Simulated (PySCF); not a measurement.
# Bonding in `[F][Ga]([F])[F]`

Species: GaF3.
Cartesian coordinates in Å at the PBE0-D3(BJ)/def2-SVP level; atoms count from 1:
```
atom  x, y, z in Å
Ga1   -0.001   -0.001   -0.001
F2     1.726   -0.020    0.010
F3    -0.844    1.507   -0.014
F4    -0.881   -1.486    0.005
```

Bond orders from the PBE0/pcSseg-1 (pcSseg-2 on Ga) density (PySCF). Isolated species at its PBE0-D3(BJ)/def2-SVP geometry, gas phase. The calculation is non-relativistic, for gallium too.

(1) Set the Mayer orders of the bonds beside their lengths.

(2) Sum the orders of all bonds at each heavy atom with more than one neighbour.

Results:

(1) 
| bond | length (Å) | Mayer order |
| --- | --- | --- |
| Ga1–F2 | 1.727 | 0.993 |
| Ga1–F3 | 1.727 | 0.993 |
| Ga1–F4 | 1.727 | 0.993 |

(2) Ga1 2.979. Orders between atoms that aren't bonded are not in these sums.

The Mayer order sums products of elements of PS (density times overlap matrix) between the two atoms' basis functions, so it depends on the basis set.

The run behind these numbers computed NMR shieldings as well. Hardware: one thread, x86-64 server, shared host. Cost: 6.4 s.
